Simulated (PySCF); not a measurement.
## Electric properties by functional and basis

BCl3.
Structure used (PBE0-D3(BJ)/def2-SVP), in Å, numbered top down from 1:
```
atom  x, y, z in Å
Cl1   -0.7950   -1.5572    0.0059
B2     0.0250   -0.0201   -0.0210
Cl3   -0.8926    1.4610   -0.0281
Cl4    1.7664    0.0353   -0.0330
```

PySCF, dipoles from the SCF density, polarisabilities from static response with core orbitals frozen. Isolated species at its PBE0-D3(BJ)/def2-SVP geometry, gas phase.

Reference polarisability: 8.700 Å³ (measured, gas; NIST CCCBDB Release 22 (SRD 101), experimental polarizabilities). The anisotropy is √(½[(α1 − α2)² + (α2 − α3)² + (α3 − α1)²]).

```
              level  α (au)  error (%)  anisotropy (au)
      LDA/def2-SVPD   57.68       -1.8            23.62
      PBE/def2-SVPD   57.41       -2.2            23.56
    B3LYP/def2-SVPD   55.60       -5.3            21.88
     PBE0/def2-SVPD   54.87       -6.5            21.51
BHandHLYP/def2-SVPD   53.14       -9.5            19.84
CAM-B3LYP/def2-SVPD   54.56       -7.1            20.83
  wB97X-D/def2-SVPD   54.08       -7.9            20.58
  LC-wPBE/def2-SVPD   53.10       -9.6            19.99
       HF/def2-SVPD   50.57      -13.9            17.26
        PBE0/6-31G*   39.89      -32.1            28.18
      PBE0/def2-SVP   36.70      -37.5            20.08
       PBE0/6-31+G*   45.62      -22.3            24.96
   PBE0/aug-cc-pVDZ   54.06       -7.9            21.90
     PBE0/def2-TZVP   48.55      -17.3            22.22
    PBE0/def2-TZVPD   55.70       -5.1            21.83
   PBE0/aug-cc-pVTZ   55.34       -5.7            21.71
```

For the polarisability, the smallest error is 1.8% (LDA/def2-SVPD) and the largest 37.5% (PBE0/def2-SVP). The dipole stays under 0.05 D at every level. In one basis (def2-SVPD) the functionals order the polarisability from HF (lowest) to LDA (highest), a spread of 14%. With PBE0 the polarisability is 41.71 au without diffuse functions (mean of 6-31G*, def2-SVP and def2-TZVP) and 53.12 au with them (mean of 6-31+G*, def2-SVPD, aug-cc-pVDZ, def2-TZVPD and aug-cc-pVTZ). Measured values can belong to vibrating molecules; the computed ones are for one fixed geometry.
